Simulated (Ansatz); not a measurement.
```yaml
crystal:
  periodic: [false, false, false]
  atoms:
    - {symbol: S, position_ang: [-0.890643, -1.545523, -0.606959]}
    - {symbol: C, position_ang: [0.135667, -0.148649, 0.089130]}
    - {symbol: C, position_ang: [1.202625, -0.261810, 0.860758]}
    - {symbol: Al, position_ang: [-1.269208, 0.513094, -0.942623]}
    - {symbol: Cl, position_ang: [-2.436267, 1.968648, -1.827557]}
    - {symbol: H, position_ang: [1.718511, 0.628574, 1.204851]}
    - {symbol: H, position_ang: [1.600415, -1.222335, 1.176600]}
basis:
  gaussian: {orbitals: ANO-RCC-VTZP}
hamiltonian: {xc: {name: HF}}
correlation: {method: mp2, frozen_orbitals: {S: 0}}
```

```sh
$ ansatz run in.yaml --threads 2 --pin off --events-out ev --progress --plain --max-ram 4352MiB
```

Shortened log:

```
Functional definition: HF
Error: "frozen_orbitals" has no count for C
```

In this input frozen orbitals are typed for one element alone, and the program wants a count for each. The input was rejected before any iteration.
